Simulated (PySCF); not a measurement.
GeS, neutral, multiplicity 1. Atoms are numbered in the order given.

```xyz
2

Ge     0.0000     0.0000    -0.6762
S      0.0000     0.0000     1.3523
```

The structure is a stationary point at B3LYP-D3(BJ)/def2-TZVP.

Method: CAM-B3LYP/def2-TZVPD run with PySCF.

Isolated molecule, no solvent.

Computed frontier levels, gap, dipole moment and polarisability:
```
Item                                                                                                            Value
---------------------------------------------------------------------------------------------  ----------------------
highest occupied level                                                                                       -9.14 eV
lowest empty level                                                                                           -1.45 eV
orbital gap                                                                                                   7.69 eV
dipole moment                                                                                                  2.42 D
quadrupole, principal values (traceless, Buckingham form, about the centre of nuclear charge)   -2.23, 1.11, 1.11 D·Å
mean static polarisability                                                                       52.4 bohr³ (7.76 Å³)
polarisability, principal values                                                               42.4, 42.4, 72.3 bohr³
```
